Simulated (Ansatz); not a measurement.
Reaction (ligand exchange at a B–O bond): `BO[SiH](C)Br` + `[CH3][AlH][OH]` → `B[O][AlH][CH3]` + `C[SiH](O)Br`

Computed with Ansatz on PBE0-D4/def2-TZVP structures; ΔE is electronic, products minus reactants. CCSD(T)/CBS adds triple-zeta CCSD(T) − MP2 to the extrapolated MP2 energy (def2 sets, frozen cores). DFT in def2-TZVPP. For Br outer-core shells are correlated without core-valence functions, which leaves a few kJ/mol of doubt a bond. Scalar relativity is left out up to krypton. One conformer a species, not always the lowest.

| level | ΔE (eV) |
| --- | --- |
| PBE-D4 | -0.07 |
| B2PLYP | -0.08 |
| PBE0 | -0.10 |
| MP2/def2-TZVPP | -0.05 |
| HF/def2-QZVPP | -0.12 |
| SCS-MP2/def2-QZVPP | -0.05 |
| MP2/CBS(def2) | -0.04 |
| CCSD/CBS(def2) | -0.06 |

**Question.** What does CCSD(T)/CBS give? (An estimate is asked.)

**Answer.** The calculation gave: -0.05 eV. The listed levels differ from it by -0.02, -0.03, -0.05, 0.00, -0.07, 0.00, 0.01, -0.01 eV.

Largest T1 diagnostic among the species: 0.013.

In def2-TZVPP, CCSD(T) changes the Hartree–Fock value by +0.07 eV (the triples alone add +0.01 eV) and MP2 by +0.07 eV. The D4 term adds +0.03 eV with B3LYP and +0.02 eV with PBE0; it sums over pairs of atoms, weighted by their polarisabilities, and B3LYP, whose exchange is more repulsive, gets the larger term.

B3LYP here is the variant with VWN-RPA as its local correlation; programs differ in this.
